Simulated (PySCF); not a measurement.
```xyz
7
charge 0 multiplicity 2, angstrom
Te   -0.0283    0.0158   -0.2578
O     0.2335   -0.3040    1.7063
O     2.0283   -0.1250   -0.2962
O    -1.9777    0.2697    0.5174
H    -0.6694   -0.0939    2.0455
H     2.3343   -0.1940    0.6343
H    -2.5087    0.8446   -0.0691
```

Computed with UPBE/[Te def2-SVP with ECP28, O def2-SVP, H def2-SVP], scalar-relativistic core potentials, density fitting, no spin–orbit coupling, PySCF.

This geometry of Te(OH)3 is a stationary point at this level.

Task: What is the point group?

Result: C1.

Task: Is it a minimum?

Result: Yes: all harmonic wavenumbers are real, though the softest, 51 cm⁻¹, leaves little margin.

Task: Which band is strongest in the infrared?

Result: 350 cm⁻¹ (a), 142 km/mol.

Task: What are the dipole moment and the gap between the highest occupied and lowest empty levels of either spin?

Result: 2.02 D and 0.77 eV.

Task: What is the atomisation energy, with and without zero-point energy?

Result: 2165 kJ/mol without, 2065 kJ/mol with.

Only a few start shapes were tried, so a lower isomer may exist. No spin–orbit coupling is included, which matters more the heavier the element.
